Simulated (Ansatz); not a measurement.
Born–Oppenheimer molecular dynamics of a periodic cell of 13 atoms, CuAu₁₂ (surface Au(111), adsorbate Cu). It starts from a relaxed structure.

Theory: DFT PBE, scalar-relativistic, plane waves, PAW in Ansatz. Settings: PAW set soft_1, cutoff 420 eV, k mesh 3x3x1, fermi-dirac smearing 0.05 eV, no spin polarisation.

| Quantity | Value |
| --- | --- |
| ensemble | NVT, Nosé–Hoover chain |
| time step | 3 fs |
| steps asked | 200 |
| set temperature | 500 K |
| thermostat | time constant 50 fs, chain length 3 |
| atoms held | 1 to 4 |
| seed | 246709 |

Frames 15 fs apart, positions in Å, forces in eV/Å.

Velocities at 390 fs (Å/ps):

```
Au 0.00 0.00 0.00
Au 0.00 0.00 0.00
Au 0.00 0.00 0.00
Au 0.00 0.00 0.00
Au 0.00 -0.26 -0.25
Au 0.76 0.95 -2.51
Au 0.44 -0.21 0.00
Au -0.02 0.21 1.81
Au -0.20 0.56 4.15
Au -1.28 2.02 0.00
Au -0.49 1.15 -0.07
Au 0.86 2.65 0.49
Cu -0.84 -1.17 0.85
```

```xyz
13
Lattice="5.7700 0.0000 0.0000 2.8850 4.9970 0.0000 0.0000 0.0000 17.7112" Properties=species:S:1:pos:R:3:forces:R:3 time_fs=390 energy_less_start_eV=0.136 T=397
Au 1.442 0.833 1.000 0.03 0.00 -0.11
Au 4.327 0.833 1.000 -0.03 0.06 0.03
Au 2.885 3.331 1.000 0.08 -0.04 -0.11
Au 5.770 3.331 1.000 -0.06 0.00 -0.11
Au 0.184 1.728 3.768 -0.22 0.21 0.10
Au 3.081 1.964 3.986 0.13 -0.45 -0.04
Au 1.596 4.299 3.659 0.09 0.36 0.20
Au 4.582 4.373 3.713 -0.11 -0.16 0.26
Au -0.197 0.858 7.172 0.37 -0.18 0.40
Au 2.824 0.646 7.526 -0.56 0.23 -0.26
Au 1.201 2.931 6.092 0.20 0.04 -0.04
Au 4.077 3.268 7.446 -0.03 0.13 -0.07
Cu 7.385 3.882 8.380 0.11 -0.20 -0.24
13
Lattice="5.7700 0.0000 0.0000 2.8850 4.9970 0.0000 0.0000 0.0000 17.7112" Properties=species:S:1:pos:R:3:forces:R:3 time_fs=405 energy_less_start_eV=0.092 T=530
Au 1.442 0.833 1.000 0.03 -0.01 -0.11
Au 4.327 0.833 1.000 -0.03 0.06 0.03
Au 2.885 3.331 1.000 0.08 -0.04 -0.12
Au 5.770 3.331 1.000 -0.06 0.01 -0.11
Au 0.182 1.725 3.764 -0.16 0.26 0.12
Au 3.094 1.976 3.946 0.07 -0.53 0.03
Au 1.603 4.298 3.660 0.02 0.38 0.19
Au 4.581 4.375 3.743 -0.03 -0.12 0.22
Au -0.198 0.866 7.239 0.35 -0.03 0.33
Au 2.801 0.680 7.524 -0.38 0.22 -0.19
Au 1.194 2.949 6.091 0.12 -0.09 -0.06
Au 4.090 3.311 7.454 -0.05 0.00 -0.04
Cu 7.373 3.861 8.389 0.04 -0.12 -0.29
13
Lattice="5.7700 0.0000 0.0000 2.8850 4.9970 0.0000 0.0000 0.0000 17.7112" Properties=species:S:1:pos:R:3:forces:R:3 time_fs=420 energy_less_start_eV=0.054 T=637
Au 1.442 0.833 1.000 0.03 -0.02 -0.10
Au 4.327 0.833 1.000 -0.03 0.05 0.03
Au 2.885 3.331 1.000 0.08 -0.03 -0.13
Au 5.770 3.331 1.000 -0.06 0.02 -0.11
Au 0.179 1.725 3.762 -0.07 0.31 0.13
Au 3.108 1.983 3.903 -0.02 -0.58 0.10
Au 1.611 4.301 3.663 -0.04 0.36 0.18
Au 4.579 4.377 3.779 0.04 -0.08 0.18
Au -0.195 0.874 7.317 0.28 0.13 0.25
Au 2.772 0.719 7.521 -0.16 0.24 -0.11
Au 1.188 2.968 6.089 0.04 -0.21 -0.12
Au 4.105 3.357 7.461 -0.05 -0.15 0.00
Cu 7.361 3.833 8.388 -0.02 -0.03 -0.28
13
Lattice="5.7700 0.0000 0.0000 2.8850 4.9970 0.0000 0.0000 0.0000 17.7112" Properties=species:S:1:pos:R:3:forces:R:3 time_fs=435 energy_less_start_eV=0.032 T=680
Au 1.442 0.833 1.000 0.03 -0.03 -0.09
Au 4.327 0.833 1.000 -0.03 0.04 0.03
Au 2.885 3.331 1.000 0.07 -0.02 -0.14
Au 5.770 3.331 1.000 -0.06 0.03 -0.11
Au 0.175 1.728 3.761 0.03 0.33 0.13
Au 3.123 1.984 3.859 -0.13 -0.59 0.18
Au 1.620 4.308 3.669 -0.08 0.31 0.17
Au 4.578 4.377 3.817 0.10 -0.03 0.13
Au -0.189 0.885 7.401 0.15 0.27 0.15
Au 2.739 0.762 7.515 0.05 0.28 -0.03
Au 1.183 2.985 6.085 -0.05 -0.32 -0.23
Au 4.119 3.404 7.469 -0.05 -0.32 0.03
Cu 7.349 3.803 8.379 -0.04 0.05 -0.21
13
Lattice="5.7700 0.0000 0.0000 2.8850 4.9970 0.0000 0.0000 0.0000 17.7112" Properties=species:S:1:pos:R:3:forces:R:3 time_fs=450 energy_less_start_eV=0.027 T=665
Au 1.442 0.833 1.000 0.03 -0.04 -0.08
Au 4.327 0.833 1.000 -0.02 0.04 0.03
Au 2.885 3.331 1.000 0.07 -0.01 -0.14
Au 5.770 3.331 1.000 -0.06 0.03 -0.12
Au 0.172 1.735 3.762 0.14 0.33 0.11
Au 3.136 1.979 3.817 -0.23 -0.55 0.24
Au 1.627 4.318 3.676 -0.09 0.24 0.15
Au 4.579 4.377 3.858 0.12 0.00 0.08
Au -0.181 0.898 7.486 0.01 0.38 0.05
Au 2.707 0.808 7.510 0.25 0.32 0.05
Au 1.176 2.999 6.079 -0.12 -0.40 -0.36
Au 4.133 3.447 7.478 -0.05 -0.45 0.07
Cu 7.335 3.774 8.362 -0.04 0.12 -0.09
13
Lattice="5.7700 0.0000 0.0000 2.8850 4.9970 0.0000 0.0000 0.0000 17.7112" Properties=species:S:1:pos:R:3:forces:R:3 time_fs=465 energy_less_start_eV=0.032 T=616
Au 1.442 0.833 1.000 0.03 -0.04 -0.08
Au 4.327 0.833 1.000 -0.02 0.03 0.03
Au 2.885 3.331 1.000 0.06 0.01 -0.15
Au 5.770 3.331 1.000 -0.06 0.04 -0.12
Au 0.170 1.746 3.763 0.22 0.30 0.08
Au 3.147 1.968 3.779 -0.32 -0.47 0.30
Au 1.633 4.330 3.685 -0.07 0.16 0.12
Au 4.580 4.377 3.898 0.11 0.01 0.04
Au -0.174 0.915 7.570 -0.13 0.43 -0.05
Au 2.679 0.856 7.505 0.41 0.35 0.13
Au 1.169 3.008 6.069 -0.18 -0.45 -0.45
Au 4.146 3.484 7.487 -0.04 -0.54 0.11
Cu 7.320 3.750 8.342 -0.01 0.18 0.03
13
Lattice="5.7700 0.0000 0.0000 2.8850 4.9970 0.0000 0.0000 0.0000 17.7112" Properties=species:S:1:pos:R:3:forces:R:3 time_fs=480 energy_less_start_eV=0.039 T=558
Au 1.442 0.833 1.000 0.02 -0.05 -0.07
Au 4.327 0.833 1.000 -0.01 0.02 0.03
Au 2.885 3.331 1.000 0.06 0.02 -0.15
Au 5.770 3.331 1.000 -0.06 0.04 -0.12
Au 0.170 1.759 3.765 0.26 0.25 0.03
Au 3.153 1.952 3.746 -0.37 -0.35 0.34
Au 1.638 4.344 3.695 -0.02 0.09 0.08
Au 4.582 4.378 3.937 0.07 0.01 -0.01
Au -0.168 0.936 7.650 -0.23 0.43 -0.14
Au 2.656 0.907 7.502 0.51 0.34 0.21
Au 1.160 3.012 6.055 -0.22 -0.46 -0.47
Au 4.157 3.514 7.496 -0.03 -0.55 0.14
Cu 7.305 3.733 8.325 0.02 0.22 0.11
13
Lattice="5.7700 0.0000 0.0000 2.8850 4.9970 0.0000 0.0000 0.0000 17.7112" Properties=species:S:1:pos:R:3:forces:R:3 time_fs=495 energy_less_start_eV=0.041 T=506
Au 1.442 0.833 1.000 0.02 -0.05 -0.06
Au 4.327 0.833 1.000 0.00 0.01 0.03
Au 2.885 3.331 1.000 0.06 0.04 -0.14
Au 5.770 3.331 1.000 -0.06 0.04 -0.12
Au 0.173 1.774 3.768 0.26 0.16 -0.05
Au 3.156 1.933 3.717 -0.39 -0.22 0.38
Au 1.643 4.359 3.705 0.04 0.04 0.03
Au 4.586 4.378 3.974 0.02 -0.01 -0.04
Au -0.164 0.960 7.725 -0.28 0.39 -0.23
Au 2.639 0.958 7.501 0.55 0.29 0.28
Au 1.149 3.010 6.036 -0.22 -0.43 -0.35
Au 4.168 3.536 7.507 -0.02 -0.48 0.17
Cu 7.292 3.724 8.312 0.04 0.24 0.10
13
Lattice="5.7700 0.0000 0.0000 2.8850 4.9970 0.0000 0.0000 0.0000 17.7112" Properties=species:S:1:pos:R:3:forces:R:3 time_fs=510 energy_less_start_eV=0.041 T=465
Au 1.442 0.833 1.000 0.01 -0.06 -0.05
Au 4.327 0.833 1.000 0.01 0.01 0.03
Au 2.885 3.331 1.000 0.06 0.05 -0.14
Au 5.770 3.331 1.000 -0.06 0.04 -0.11
Au 0.179 1.790 3.770 0.20 0.06 -0.16
Au 3.154 1.913 3.695 -0.38 -0.09 0.41
Au 1.648 4.372 3.715 0.11 0.01 -0.02
Au 4.589 4.378 4.008 -0.03 -0.03 -0.07
Au -0.164 0.988 7.794 -0.29 0.32 -0.32
Au 2.629 1.011 7.504 0.54 0.21 0.34
Au 1.136 3.005 6.015 -0.20 -0.36 -0.13
Au 4.179 3.553 7.519 -0.01 -0.37 0.20
Cu 7.280 3.724 8.302 0.05 0.23 0.02
13
Lattice="5.7700 0.0000 0.0000 2.8850 4.9970 0.0000 0.0000 0.0000 17.7112" Properties=species:S:1:pos:R:3:forces:R:3 time_fs=525 energy_less_start_eV=0.046 T=431
Au 1.442 0.833 1.000 0.01 -0.06 -0.05
Au 4.327 0.833 1.000 0.02 0.00 0.04
Au 2.885 3.331 1.000 0.06 0.06 -0.13
Au 5.770 3.331 1.000 -0.07 0.04 -0.11
Au 0.186 1.806 3.770 0.11 -0.07 -0.30
Au 3.148 1.893 3.677 -0.34 0.03 0.43
Au 1.654 4.386 3.725 0.17 -0.02 -0.06
Au 4.592 4.378 4.041 -0.08 -0.06 -0.10
Au -0.167 1.018 7.856 -0.25 0.25 -0.40
Au 2.626 1.063 7.510 0.49 0.11 0.39
Au 1.122 2.995 5.993 -0.16 -0.27 0.15
Au 4.189 3.565 7.533 0.00 -0.22 0.23
Cu 7.270 3.731 8.293 0.04 0.21 -0.08
13
Lattice="5.7700 0.0000 0.0000 2.8850 4.9970 0.0000 0.0000 0.0000 17.7112" Properties=species:S:1:pos:R:3:forces:R:3 time_fs=540 energy_less_start_eV=0.057 T=404
Au 1.442 0.833 1.000 0.00 -0.07 -0.04
Au 4.327 0.833 1.000 0.03 0.00 0.04
Au 2.885 3.331 1.000 0.06 0.06 -0.12
Au 5.770 3.331 1.000 -0.07 0.04 -0.11
Au 0.195 1.821 3.767 -0.01 -0.19 -0.46
Au 3.139 1.873 3.664 -0.28 0.13 0.44
Au 1.661 4.399 3.733 0.21 -0.04 -0.09
Au 4.594 4.377 4.072 -0.11 -0.09 -0.13
Au -0.173 1.050 7.913 -0.18 0.17 -0.48
Au 2.627 1.116 7.520 0.41 0.01 0.44
Au 1.106 2.983 5.973 -0.12 -0.17 0.42
Au 4.198 3.574 7.549 0.01 -0.05 0.24
Cu 7.263 3.745 8.282 0.04 0.19 -0.15
13
Lattice="5.7700 0.0000 0.0000 2.8850 4.9970 0.0000 0.0000 0.0000 17.7112" Properties=species:S:1:pos:R:3:forces:R:3 time_fs=555 energy_less_start_eV=0.070 T=390
Au 1.442 0.833 1.000 0.00 -0.07 -0.04
Au 4.327 0.833 1.000 0.03 0.00 0.04
Au 2.885 3.331 1.000 0.06 0.06 -0.11
Au 5.770 3.331 1.000 -0.07 0.04 -0.11
Au 0.203 1.834 3.759 -0.12 -0.28 -0.60
Au 3.126 1.855 3.657 -0.21 0.22 0.44
Au 1.671 4.411 3.741 0.22 -0.08 -0.08
Au 4.594 4.375 4.101 -0.12 -0.11 -0.15
Au -0.180 1.083 7.964 -0.09 0.10 -0.55
Au 2.634 1.168 7.534 0.32 -0.10 0.47
Au 1.089 2.969 5.958 -0.08 -0.09 0.61
Au 4.207 3.583 7.567 0.03 0.12 0.25
Cu 7.256 3.766 8.266 0.03 0.19 -0.17
```

Of the whole run (600 fs, mean temperature of the second half 443 K): The conserved energy stayed within 0.016 meV per atom of its start (net change 0.0075 meV per atom), so the integration is sound. The mean temperature of the second half is 11 % below the set value. A run of 0.6 ps of so small a system gives no equilibrium averages. Limits of this set-up: thin slab, slab without dipole correction, a typed lattice constant that wasn't relaxed here.

The run took 20 min on 4 threads of Arm Neoverse V2, on a shared host, peak memory 1.9 GiB.
